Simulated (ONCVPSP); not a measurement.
**Reading a pseudo-wave (vanadium (V))**

Columns: radius, all-electron u(r) and pseudo u(r) of the 3p shell (level -77.27 eV) of vanadium in the configuration [Ne] 3s2 3p6 3d2; LDA (Perdew-Zunger), scalar-relativistic, ONCV scheme, ONCVPSP 4.0.1.

```
r (bohr)  all-electron  pseudo
   0.062       -0.2655  0.0148
   0.125       -0.5222  0.0595
   0.188       -0.5482  0.1320
   0.250       -0.3979  0.2268
   0.312       -0.1553  0.3400
   0.375        0.1190  0.4670
   0.438        0.3798  0.5979
   0.500        0.6010  0.7224
   0.562        0.7786  0.8349
   0.625        0.9128  0.9304
   0.688        1.0039  1.0027
   0.750        1.0568  1.0492
   0.812        1.0796  1.0717
   0.875        1.0777  1.0720
   0.938        1.0567  1.0533
   1.000        1.0219  1.0203
   1.062        0.9773  0.9767
   1.125        0.9253  0.9250
   1.188        0.8691  0.8690
   1.250        0.8118  0.8117
   1.312        0.7542  0.7541
   1.375        0.6964  0.6963
   1.438        0.6402  0.6402
   1.500        0.5872  0.5872
   1.562        0.5369  0.5368
   1.625        0.4886  0.4886
```

How many radial nodes do the two functions have?

The all-electron 3p function has n − l − 1 = 1; the pseudo-wave has 0, since the states of the same l below it are removed with the core.

At about which radius was the pseudo-wave matched?

1.25 bohr. The columns agree to 0.0005 from 1.12 bohr on; several derivatives are matched, so the curves merge somewhat inside the radius.

Is the pseudo-wave norm-conserving?

Yes: the ONCV scheme keeps the norm inside the radius equal to the all-electron one, which fixes the energy derivative of the logarithmic derivative at the level.
